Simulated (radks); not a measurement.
Problem. Spherical quantum dot in the effective-mass picture: electrons in a parabolic well V = omega^2 r^2 / 2 with omega = 0.128, all in effective atomic units (hartree* = m*/eps^2 hartree, bohr* = eps/m* bohr), one dielectric constant everywhere. Calculated with a radial shooting solver with Libxc functionals: non-relativistic Kohn-Sham, LDA (Slater exchange, Perdew-Wang correlation), spin-polarised, spherical densities. Levels are named by radial order and angular momentum (1s, 1p, 1d, 2s, ...), and open shells are averaged over m. At N = 20 the configuration is 1s2 1p6 1d10 2s2. Does electron 21 go into 1f up or 2p up?

Solution. Into 1f up. The total energies of the other choices lie higher by 0.0405 hartree* (2p up).
